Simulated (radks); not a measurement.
The tellurium ion Te4+, 48 electrons, occupied as [Kr] 4d10 5s2 (the NIST ground configuration). All-electron calculation, Dirac Kohn-Sham, BLYP, spin-unpolarised, spherical densities, finite nucleus; Fermi nuclear charge, rms radius 4.7423 fm. Program: a radial shooting solver on a logarithmic mesh with Libxc functionals.

Spin-orbit splittings of the eigenvalues, e(l+1/2) - e(l-1/2), with zeta = 2 splitting/(2l+1) and mean radii in bohr:

shell  occ.  splitting (eV)  zeta (eV)  <r> j=l-1/2  <r> j=l+1/2
2p        6           274.6      183.1       0.1008       0.1064
3p        6           51.18      34.12       0.3122       0.3237
3d       10           10.71      4.282       0.2947       0.2983
4p        6               ?          ?       0.8000       0.8285
4d       10           1.496     0.5983       0.9540       0.9653

Estimate the 4p splitting.

Answer. 9.778 eV (zeta = 6.519 eV).
